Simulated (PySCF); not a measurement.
Compound: C6H8OS.
SMILES with atom numbers: `[CH3:1][O:2][CH2:3][c:4]1[cH:5][cH:6][cH:7][s:8]1` (hydrogens: H9, H10, H11 on C1; H12, H13 on C3; H14 on C5; H15 on C6; H16 on C7)

Geometry (GFN2-xTB, Å), atoms numbered from 1 in this order:
```xyz
16
C6H8OS angstrom
C     -2.2550    0.6387    0.6345
O     -2.0103   -0.3795   -0.3047
C     -0.9657   -1.2525    0.0677
C      0.3682   -0.5763    0.1420
C      1.0601    0.0226   -0.8649
C      2.2725    0.6060   -0.4333
C      2.4840    0.4445    0.8966
S      1.2044   -0.4193    1.6525
H     -1.4087    1.3315    0.7074
H     -2.4559    0.2207    1.6287
H     -3.1323    1.1765    0.2820
H     -0.9557   -2.0233   -0.7091
H     -1.1908   -1.7232    1.0371
H      0.7113    0.0448   -1.8815
H      2.9535    1.1199   -1.0878
H      3.3128    0.7778    1.4888
```

Computed with TDDFT wB97X-D/def2-SVPD, vertical, gas phase, core orbitals frozen in the response in PySCF 2.14.0, density-fitted response routines.

Ground-to-excited transition dipoles (e·a0, same axes as the geometry; the sign carries no meaning), for the states with f of 0.002 or more among the lowest 8:

| state | E (hartree) | μx | μy | μz |
| --- | --- | --- | --- | --- |
| S1 | 0.2085 | 0.907 | 0.317 | 0.222 |
| S2 | 0.2168 | -0.174 | -0.233 | 0.688 |
| S3 | 0.2272 | -0.045 | 0.109 | 0.068 |
| S6 | 0.2555 | 0.044 | -0.107 | -0.001 |
| S7 | 0.2701 | -0.018 | 0.111 | -0.212 |
| S8 | 0.2737 | 0.225 | 0.087 | -0.801 |

Q: Work out the oscillator strengths.

A: f = (2/3) ΔE |μ|² with ΔE in hartree (27.2114 eV).

```
state  |μ|² (au)  |μ| (D)      f
   S1      0.972     2.51  0.135
   S2      0.558     1.90  0.081
   S3      0.018     0.35  0.003
   S6      0.013     0.29  0.002
   S7      0.058     0.61  0.010
   S8      0.699     2.13  0.128
```

Q: What angle do the transition dipoles of S2 and S7 make?

A: |cos θ| = |μa·μb| / (|μa| |μb|) = 0.94, so θ ≈ 20° (taken between 0 and 90°, since the signs are arbitrary).

Q: How is the summed strength of these states shared among x, y and z?

A: (2/3) Σ ΔE μα² gives 0.129 for x, 0.029 for y and 0.201 for z, 0.359 in all.

Q: What peak molar absorption coefficient would the strongest computed level give as a lone Gaussian band 0.3 eV wide at half height?

A: ε(max) = 2.175×10⁸ f / FWHM, with the width in cm⁻¹. S1: 2.175×10⁸ × 0.1351 / 2420 ≈ 12000 L mol⁻¹ cm⁻¹.

One conformer stands for the species.
